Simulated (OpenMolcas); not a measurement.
Levels of Pb II by method

- Program: OpenMolcas 26.06
- Basis: ANO-RCC-VQZP [9s8p6d4f3g]
- Scalar Hamiltonian: DKH2, point nucleus
- Active space: 3 electrons in 9 orbitals (RAS2 6s 6p; RAS3 6d, at most 2 electrons)
- State averaging: 2S+1 = 4 odd, 1 root (0 in the spin-orbit step); 2S+1 = 2 odd, 3 roots; 2S+1 = 4 even, 3 roots; 2S+1 = 2 even, 9 roots kept (CI in the orbitals of an earlier block)
- Spin-orbit coupling: state interaction with AMFI integrals over the reference wave functions, term energies averaged over their components

Methods on the same reference wave functions:
A. RASSCF
B. SS-RASPT2, IPEA 0.25 Eh, imaginary shift 0.1 Eh (closed shells correlated: 5d)

Energies in cm⁻¹ above 6s² 6p ²P°_1/2, the measured ground level; measured values from NIST Handbook of Basic Atomic Spectroscopic Data.

| Level | A | B | Measured |
| --- | --- | --- | --- |
| 6s² 6p ²P°_1/2 | 0.0 | 0.0 | 0.0 |
| 6s² 6p ²P°_3/2 | 12454 | 12450 | 14081 |
| 6s 6p² ⁴P_1/2 | 52406 | 59330 | 57910 |
| 6s 6p² ⁴P_3/2 | 58651 | 66030 | 66125 |
| 6s 6p² ⁴P_5/2 [65 %] | 63981 | 69700 |  |
| 6s 6p² ²D_3/2 | 76455 | 75550 |  |
| 6s 6p² ²D_5/2 [65 %] | 80018 | 81130 | 88972 |

Deviations, from unrounded energies. A percentage is the sum of absolute deviations over the sum of measured energies, with the sign that they share, or ± where signs differ.

| Against measurement | Levels | A | B |
| --- | --- | --- | --- |
| mean absolute deviation (cm-1) | 4 | 5900 | 2700 |
| fine structure of the ground term (%) | 1 | -11.6 | -11.6 |
| other configurations (%) | 3 | -10.3 | ±4.4 |

B lies closest to measurement on these levels. The largest miss of B in the table is 6s 6p² ²D_5/2 [65 %], by -7800 cm-1. The ranking rests on the paired levels alone, and a cruder setting can come out closer through cancelling errors.

The lowest spin-free term lies below A's lowest term by 0.430 hartree in B.

CASPT2 breaks the degeneracy within a term, and the mean is taken; among the terms shown or strongly mixed into the levels shown the widest spread is 34 cm-1 (6s 6p² ²D, B). Some high roots are left out of the spin-orbit mixing, which shifts the levels that they would mix with. Terms from blocks run as CI alone lack orbitals of their own. Active for correlation alone: 6d; no level in the range computed is led by a configuration that fills it, so any true level of that kind is missing. Spin-orbit splittings of 6p shells tend to come out small when the coupling is added on scalar orbitals. Some terms mix strongly with configurations of 6d, whose occupation reaches 0.18 (6s 6p² ²D). Measured partners are found by configuration, term and J. A level has none where our copy of the source lacks it or the pairing is in doubt (some pairs that miss far off the trend of their configuration count as doubtful), and it then counts in no deviation. Levels of configurations outside the active space are missing. The table leaves out levels that lie high or whose names do not pair safely across all columns.

A share in square brackets marks a mixed level and gives the weight of the term that names it, the lowest over the columns. ° marks odd parity.
